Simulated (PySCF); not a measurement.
Parents of the type HO-SiH2-X, proton removed and the species left after one step. All species are isolated molecules in the gas phase. One relaxed conformer stands for each flexible species; it need not be the lowest. The site is fixed along the series; a substituent can offer a better one. Strings in code marks are SMILES.

A: X = dimethylamino, proton removed (`CN(C)[SiH2][O-]` (C–N–Si–O torsion 35°))
B: X = isocyano, proton removed (`[N+]([SiH2][O-])#[C-]`)
C: X = cyano, proton removed (`N#C[SiH2][O-]`)
D: X = iodo, parent

Put the candidates in order of HOMO, lowest first, for CAM-B3LYP-D3(BJ)/def2-TZVPD in PySCF.

D (-8.95 eV), C (-3.68 eV), B (-3.63 eV), A (-2.88 eV)
